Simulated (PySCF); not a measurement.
C2H7S, SMILES [SH+](C)C, charge +1.

Geometry optimised at B3LYP-D3(BJ)/def2-SVP. The isomer is the one that the SMILES or the coordinates give; other isomers of the formula were not compared.

Two levels are set side by side: TDDFT-PBE/def2-SVPD (PySCF) and TDDFT-PBE0/def2-SVPD (PySCF). Vertical, same geometry. The lowest singlet is HOMO→LUMO 94 % with PBE and HOMO→LUMO 97 % with the other functional; states are paired by order. Differences are taken from unrounded values.

```json
[
 {"quantity": "lowest singlet excitation (eV)", "TDDFT-PBE0": "8.10"},
 {"quantity": "lowest triplet excitation (TDA) (eV)", "TDDFT-PBE0": "6.91"}
]
```

**Question.** What does TDDFT-PBE give, and how far is it from TDDFT-PBE0? (An estimate is asked for; the answer gives what the named calculation found.)

**Answer.** 
```tsv
quantity	TDDFT-PBE	TDDFT-PBE minus TDDFT-PBE0
lowest singlet excitation (eV)	7.67	-0.43
lowest triplet excitation (TDA) (eV)	6.68	-0.23
```

Functionals without exact exchange tend to place singlet excitations lower, as here. Differences between two approximate levels are no errors against the true value.

Rough cost on one machine, each run with all the roots and properties that it gave: TDDFT-PBE0 against TDDFT-PBE about 3 times.
